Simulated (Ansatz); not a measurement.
Reaction (ligand exchange at the Si–N bond): `CN[SiH2]N` + HI → `N[SiH2]I` + CH₃NH₂

Computed with Ansatz on PBE0-D4/def2-TZVP structures; ΔE is electronic, products minus reactants. CCSD(T)/CBS is the MP2 limit (def2-TZVPP, def2-QZVPP) plus CCSD(T) − MP2 in def2-TZVPP, frozen cores. Functionals use def2-TZVPP. Elements past krypton have def2 core potentials. For I outer-core shells are correlated without core-valence functions, which leaves a few kJ/mol of doubt a bond. Each species was taken in one conformer, which may not be the lowest.

```csv
level,ΔE (eV)
r2SCAN0-D4,-0.40
B2PLYP,-0.35
BHLYP,-0.33
SCS-MP2/def2-QZVPP,-0.37
```

What does CCSD(T)/CBS give? (Estimate.)

Computed: -0.38 eV. The listed levels differ from it by -0.02, 0.03, 0.05, 0.01 eV.

What do rigid-rotor, harmonic-oscillator terms from PBE0-D4/def2-TZVP frequencies (298.15 K, 1 bar) make of the CCSD(T)/CBS value? (Best estimate.)

The calculation gave: ΔZPE = +0.14 eV, ΔH = -0.26 eV, ΔS = 18 J/(mol·K), ΔG = -0.32 eV.

Largest T1 diagnostic among the species: 0.010.

Leaving LDA and LC-ωPBE aside and taking each functional with its dispersion term where it has one, the values, not all of them listed here, spread over 0.16 eV, from HSE06-D4 to CAM-B3LYP-D4. LDA lies +0.14 eV from PBE without D4. At CCSD(T), def2-SVP lies +0.07 eV from the extrapolated value and def2-TZVPP +0.08 eV. From BLYP to BHLYP (50 % exact exchange), in def2-TZVPP and without D4, ΔE moves by +0.04 eV.
